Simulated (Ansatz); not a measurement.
```yaml
crystal:
  periodic: [false, false, false]
  atoms:
    - {symbol: F, position_ang: [-0.281655, -1.898769, 0.939793]}
    - {symbol: C, position_ang: [-0.259272, -0.660641, 0.393209]}
    - {symbol: C, position_ang: [0.984898, 0.271865, -0.052244]}
    - {symbol: Al, position_ang: [-0.601663, 0.625303, -0.580912]}
    - {symbol: H, position_ang: [1.828908, -0.038083, 0.053319]}
    - {symbol: H, position_ang: [-1.699689, 2.053674, -0.658446]}
basis:
  gaussian: {orbitals: def2-SVP}
total_charge: 4
magnetization: {spin_polarized: true, initial_magnetization: 0}
hamiltonian: {xc: {name: HF}}
correlation: {method: ccsd_t}
```

```sh
$ ansatz run in.yaml --threads 2 --pin off --events-out ev --progress --plain --max-ram 4352MiB
```

Output, abridged:

```
Functional definition: HF
683 factors; integrals over basis functions are off by at most 1.3e-3 eV
mean field evaluation 1: about -11258.2715 eV, gradient 8.0e1 eV
mean field evaluation 2: about -11258.5052 eV, gradient 7.9e1 eV
mean field evaluation 4: about -11278.8276 eV, gradient 3.7e1 eV
mean field evaluation 8: about -11286.5187 eV, gradient 8.1e-1 eV
mean field evaluation 16: about -11286.6124 eV, gradient 3.5e-5 eV
mean field -11289.54909944 eV, -414.8832770734 hartree, gradient 6.7e-6 eV, S^2 1.790872; 26 other end points of the search recorded, 0 dependent functions left out
determinant -11289.54909944 eV, -414.8832770734 hartree, with singles and doubles -11300.59949972 eV, -415.2893717931 hartree
determinant -11289.36540475 eV, -414.8765264179 hartree, with singles and doubles -11300.52971772 eV, -415.2868073519 hartree
determinant -11289.21505191 eV, -414.8710010528 hartree, with singles and doubles -11300.60142832 eV, -415.2894426679 hartree
determinant -11289.04759909 eV, -414.8648472754 hartree, with singles and doubles -11300.70910655 eV, -415.2933997698 hartree
determinant -11288.71487893 eV, -414.8526200351 hartree, with singles and doubles -11300.82938139 eV, -415.2978197889 hartree
determinant -11288.64926918 eV, -414.8502089211 hartree, with singles and doubles -11299.77671463 eV, -415.2591349988 hartree
determinant -11288.62961674 eV, -414.8494867071 hartree, with singles and doubles -11299.91676546 eV, -415.2642817721 hartree
determinant -11287.83700814 eV, -414.8203588784 hartree, with singles and doubles -11297.63872490 eV, -415.1805653254 hartree
determinant -11287.56395226 eV, -414.8103242599 hartree, with singles and doubles -11297.59044774 eV, -415.1787911724 hartree
determinant -11287.29205038 eV, -414.8003320501 hartree, with singles and doubles -11300.11234635 eV, -415.2714692371 hartree
determinant -11286.92884112 eV, -414.7869843561 hartree, with singles and doubles -11299.96468710 eV, -415.2660428598 hartree
determinant -11286.86728554 eV, -414.7847222303 hartree, with singles and doubles -11298.70129715 eV, -415.2196141356 hartree
determinant -11286.61243410 eV, -414.7753566124 hartree, with singles and doubles -11300.17844273 eV, -415.2738982342 hartree
determinant -11289.54909944 eV, -414.8832770734 hartree, with singles and doubles -11300.87260901 eV, -415.2994083744 hartree
determinant -11289.36540475 eV, -414.8765264179 hartree, with singles and doubles -11300.78134572 eV, -415.2960545104 hartree
determinant -11289.21505191 eV, -414.8710010528 hartree, with singles and doubles -11300.85754160 eV, -415.2988546575 hartree
determinant -11289.04759909 eV, -414.8648472754 hartree, with singles and doubles -11300.83970036 eV, -415.2981990041 hartree
determinant -11288.71487893 eV, -414.8526200351 hartree, with singles and doubles -11300.85915988 eV, -415.2989141281 hartree
8 core orbitals not correlated: weight in the atoms' cores, before any rotation towards them, 1.000 or more for the frozen orbitals, at most 0.000 for the correlated occupied ones
reference -11289.54909944 eV, -414.8832770734 hartree; 8, 8 occupied and 54, 54 virtual orbitals, 683 factors
second order -9.03425253 eV of doubles, -0.00000000 eV of singles
cycle   1  -11.32350812 eV  change    1.4e-6 eV  update   4.9e-6
cycle   2  -11.32350582 eV  change    2.3e-6 eV  update   4.2e-6
perturbative correction -0.57125646 eV, -0.0209932878 hartree
WARN: the results are in doubt because among natural orbitals full CI differs from the method by -0.100 eV
Total energy: -11301.44386173 eV, -415.3204015246 hartree
In doubt: among natural orbitals full CI differs from the method by -0.100 eV
```

**Question.** Something in this input is off. What?

**Answer.** The charge is far from anything that the molecule holds. Self-consistency was reached. The result belongs to that input, not to the molecule as meant.
